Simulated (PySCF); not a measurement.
**ECD: `C[C@@H]1O[S@](=O)O[C@@H]1F`, C3H5FO3S**

Cartesian coordinates in Å; atom numbers follow the order of the lines, from 1:
```xyz
13

C     1.168    0.602    0.462
C     0.564   -0.422   -0.489
O     0.291    0.145   -1.748
S    -1.288    0.640   -1.889
O    -1.470    1.855   -1.164
O    -1.758   -0.672   -0.903
C    -0.804   -0.976    0.019
F    -1.123   -0.414    1.231
H     0.481    1.434    0.598
H     2.096    0.975    0.038
H     1.368    0.145    1.427
H     1.261   -1.251   -0.657
H    -0.790   -2.061    0.195
```

Computed with TDDFT B3LYP/def2-SVPD circular dichroism and optical rotation, one conformer, gas phase (PySCF 2.14.0). Geometry: GFN2-xTB.

States above about 8.4 eV (minus the energy of the highest occupied orbital) lie near or above the ionisation threshold and depend on the basis.

**Question.** Assign R or S to each stereocentre.

**Answer.** C2 S, S4 S, C7 R.

**Question.** Which excitations and rotatory strengths does the calculation give?

**Answer.** Rotatory strengths R in 10⁻⁴⁰ esu² cm², velocity form and length form (origin at the centre of mass); f in length form.
| state | E (eV) | λ (nm) | f | R (velocity) | R (length) | main |
| --- | --- | --- | --- | --- | --- | --- |
| 1 | 5.82 | 213 | 0.019 | -19.8 | -20.1 | HOMO→LUMO 0.94 |
| 2 | 6.30 | 197 | 0.009 | -2.9 | -1.8 | HOMO−1→LUMO 0.92 |
| 3 | 7.17 | 173 | 0.002 | +4.1 | +4.2 | HOMO−2→LUMO 0.92 |
| 4 | 7.51 | 165 | 0.004 | -6.7 | -6.2 | HOMO−4→LUMO 0.46, HOMO→LUMO+2 0.30 |
| 5 | 7.57 | 164 | 0.003 | +9.2 | +8.7 | HOMO−3→LUMO 0.64, HOMO−4→LUMO 0.28 |
| 6 | 7.69 | 161 | 0.015 | +8.9 | +9.0 | HOMO→LUMO+1 0.87 |
| 7 | 7.84 | 158 | 0.031 | -20.9 | -23.6 | HOMO−1→LUMO+2 0.44, HOMO→LUMO+2 0.23 |
| 8 | 7.99 | 155 | 0.001 | +5.8 | +5.8 | HOMO−1→LUMO+1 0.76, HOMO−1→LUMO+2 0.16 |
| 9 | 8.06 | 154 | 0.027 | +21.5 | +21.4 | HOMO−1→LUMO+2 0.29, HOMO→LUMO+2 0.27 |
| 10 | 8.26 | 150 | 0.059 | +25.5 | +25.2 | HOMO→LUMO+3 0.86 |
| 11 | 8.41 | 147 | 0.011 | +1.3 | +1.0 | HOMO−5→LUMO 0.86 |
| 12 | 8.52 | 145 | 0.029 | +3.7 | +2.9 | HOMO→LUMO+4 0.58, HOMO→LUMO+6 0.12 |
| 13 | 8.64 | 143 | 0.001 | -8.5 | -7.7 | HOMO−1→LUMO+3 0.88 |
| 14 | 8.75 | 142 | 0.012 | +3.9 | +5.1 | HOMO−1→LUMO+4 0.37, HOMO−6→LUMO 0.16 |
| 15 | 8.78 | 141 | 0.023 | +5.9 | +4.1 | HOMO→LUMO+6 0.36, HOMO→LUMO+5 0.26 |
| 16 | 8.84 | 140 | 0.063 | -43.1 | -45.9 | HOMO−1→LUMO+4 0.28, HOMO−2→LUMO+1 0.19 |

Among the states computed, the strongest CD band (largest |R|) is state 16. The largest dissymmetry factor in size, g = 4R/(D+G), with D and G the electric and magnetic dipole strengths, is -0.11 for state 13 (velocity form, f = 0.001), among bands with |R| over 0.5. The mirror image has the same energies and oscillator strengths and all R with the opposite sign.
